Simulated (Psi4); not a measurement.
C₄H₁₁O₂Sn (SMILES CCC[CH2][Sn]([OH])[OH]), doublet, geometry from GFN2-xTB (such geometries of metal compounds can be far from the true shape) (the spin is typed, not shown lowest) (all electrons, no relativity); WB97X/STO-3G (Psi4).

Psi4 was given this input:
```
memory 2 GB

molecule {
0 2
Sn    0.15498834    0.58668130    1.09221065
C    -0.18159615   -0.28103511   -1.30622943
C     0.79056007   -1.35186222   -1.65870720
C     0.40734802   -2.05320072   -2.98037972
C     0.50481408   -1.12829693   -4.18578975
H    -1.20481235   -0.61130894   -1.17630138
H    -0.09774279    0.64468135   -1.85913199
H     1.79812903   -0.94273068   -1.76154653
H     0.80303779   -2.11729564   -0.87756553
H     1.08105954   -2.90166149   -3.11974155
H    -0.60919303   -2.44089245   -2.89492110
H     1.50073134   -0.69643982   -4.25832705
H    -0.21856745   -0.32045357   -4.11564389
H     0.30667585   -1.68418088   -5.09945805
O    -1.28350230    2.05105287    1.12084977
H    -2.01994372    1.90244478    1.71076029
O    -0.92167345   -0.76094089    2.26361104
H    -0.57414180   -1.60075401    2.55229480
}

set {
  basis sto-3g
  reference uks
  scf_type pk
  puream true
  d_convergence 1e-8
  dft_radial_points 99
  dft_spherical_points 590
}

energy('wb97x')
print_variables()
```

Question: Predict the main parts of the log of this Psi4 run.

Answer: 
```
   => Loading Basis Set <=

    Name: STO-3G
    Role: ORBITAL
    Keyword: BASIS

         ---------------------------------------------------------
                                   SCF
               by Justin Turney, Rob Parrish, Andy Simmonett
                          and Daniel G. A. Smith
                              UKS Reference
         ---------------------------------------------------------

  ==> Geometry <==

    Molecular point group: c1
    Full point group: C1

    Geometry (in Angstrom), charge = 0, multiplicity = 2:

       Center              X                  Y                   Z               Mass
    ------------   -----------------  -----------------  -----------------  -----------------
         SN           0.143913361602     0.480727107830     0.890975417846   119.902201630000
         C           -0.192671128398    -0.386989302170    -1.507464662154    12.000000000000
         C            0.779485091602    -1.457816412170    -1.859942432154    12.000000000000
         C            0.396273041602    -2.159154912170    -3.181614952154    12.000000000000
         C            0.493739101602    -1.234251122170    -4.387024982154    12.000000000000
         H           -1.215887328398    -0.717263132170    -1.377536612154     1.007825032230
         H           -0.108817768398     0.538727157830    -2.060367222154     1.007825032230
         H            1.787054051602    -1.048684872170    -1.962781762154     1.007825032230
         H            0.791962811602    -2.223249832170    -1.078800762154     1.007825032230
         H            1.069984561602    -3.007615682170    -3.320976782154     1.007825032230
         H           -0.620268008398    -2.546846642170    -3.096156332154     1.007825032230
         H            1.489656361602    -0.802394012170    -4.459562282154     1.007825032230
         H           -0.229642428398    -0.426407762170    -4.316879122154     1.007825032230
         H            0.295600871602    -1.790135072170    -5.300693282154     1.007825032230
         O           -1.294577278398     1.945098677830     0.919614537846    15.994914619570
         H           -2.031018698398     1.796490587830     1.509525057846     1.007825032230
         O           -0.932748428398    -0.866895082170     2.062375807846    15.994914619570
         H           -0.585216778398    -1.706708202170     2.351059567846     1.007825032230

  Running in c1 symmetry.

[...]
      Nbeta    =   50.0000012944 ; deviation = 1.294e-06
      Ntotal   =  101.0000023567 ; deviation = 2.357e-06

   @Spin Contamination Metric:   2.740340772E-02
   @S^2 Expected:                7.500000000E-01
   @S^2 Observed:                7.774034077E-01
   @S   Expected:                5.000000000E-01
   @S   Observed:                5.000000000E-01

    Orbital Energies [Eh]
    ---------------------

    Alpha Occupied:

[...]
    Alpha Virtual:

[...]
    Beta Occupied:

[...]
    Beta Virtual:

[...]
    Final Occupation by Irrep:
              A
    DOCC [    50 ]
    SOCC [     1 ]
    NA   [    51 ]
    NB   [    50 ]

  @UKS Final Energy: -6270.88500783275595

   => Energetics <=

    Nuclear Repulsion Energy =            661.7687266736589891
    One-Electron Energy =               -9986.0741568735575129
    Two-Electron Energy =                3212.9909963793284078
    DFT Exchange-Correlation Energy =    -159.5705740121867393
    Empirical Dispersion Energy =           0.0000000000000000
    VV10 Nonlocal Energy =                  0.0000000000000000
    Total Energy =                      -6270.8850078327559459

  UHF NO Occupations:
  HONO-2 :   49  A 1.9977448
  HONO-1 :   50  A 1.9896980
  HONO-0 :   51  A 1.0000000
  LUNO+0 :   52  A 0.0103020
  LUNO+1 :   53  A 0.0022552
  LUNO+2 :   54  A 0.0009393
  LUNO+3 :   55  A 0.0000873

Computation Completed

Properties will be evaluated at   0.000000,   0.000000,   0.000000 [a0]

Properties computed using the SCF density matrix

 Multipole Moments:

 ------------------------------------------------------------------------------------
     Multipole            Electronic (a.u.)      Nuclear  (a.u.)        Total (a.u.)
 ------------------------------------------------------------------------------------

 L = 1.  Multiply by 2.5417464519 to convert [e a0] to [Debye]
 Dipole X            :          2.5595236           -2.1137972            0.4457265
 Dipole Y            :         19.7725881          -20.2226656           -0.4500776
 Dipole Z            :         38.7162982          -38.4082263            0.3080719
 Magnitude           :                                                    0.7043793

 ------------------------------------------------------------------------------------

  Variable Map:
  ----------------------------------------------------------------------------
[...]
  Array Variable Map:
  ----------------------------------------------------------------------------
[...]
[...]
```
